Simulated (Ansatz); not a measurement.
Isolated molecules relaxed with PBE0-D4/def2-TZVP in Ansatz; ΔE leaves out vibrations. CBS: MP2 limit from def2 TZ/QZ plus the TZ coupled-cluster correction, frozen cores. This one scheme is used for every species. DFT in def2-TZVPP. B3LYP here is the variant with VWN-RPA as its local correlation; programs differ in this. One conformer a species, not always the lowest.

Consider the cleavage of the Si–Si bond: `N[Si@H](Cl)[Si@@H](N)F` + `N[SiH3]` → `N[SiH](Cl)N[SiH3]` + `N[SiH2]F`.

| level | ΔE (kJ/mol) | difference from CCSD(T)/CBS |
| --- | --- | --- |
| PBE-D4 | -68.2 | 25.8 |
| r2SCAN-D4 | -86.4 | 7.6 |
| PBE0-D4 | -77.5 | 16.5 |
| B3LYP-D4 | -86.0 | 8.0 |
| ωB97X-V | -88.0 | 6.0 |
| ωB97M-V | -95.0 | -1.0 |
| B2PLYP | -93.0 | 1.0 |
| PBE | -67.9 | 26.1 |
| r2SCAN | -86.5 | 7.5 |
| PBE0 | -77.5 | 16.5 |
| B3LYP | -85.5 | 8.5 |
| HF/def2-TZVPP | -107.1 | -13.1 |
| MP2/def2-TZVPP | -102.7 | -8.7 |
| SCS-MP2/def2-TZVPP | -103.0 | -9.0 |
| CCSD/def2-TZVPP | -97.3 | -3.3 |
| CCSD(T)/def2-TZVPP | -95.5 | -1.5 |
| HF/def2-QZVPP | -108.6 | -14.6 |
| MP2/def2-QZVPP | -102.4 | -8.4 |
| SCS-MP2/def2-QZVPP | -102.6 | -8.6 |
| HF/CBS(def2) | -108.8 | -14.8 |
| MP2/CBS(def2) | -101.2 | -7.2 |
| CCSD/CBS(def2) | -95.8 | -1.8 |
| CCSD(T)/CBS | -94.0 | 0 |

Largest T1 diagnostic among the species: 0.011.

In def2-TZVPP, CCSD(T) changes the Hartree–Fock value by +11.7 kJ/mol (the triples alone add +1.8 kJ/mol) and MP2 by +4.4 kJ/mol. From PBE to PBE0 (25 % exact exchange), in def2-TZVPP and without D4, ΔE moves by −9.6 kJ/mol.
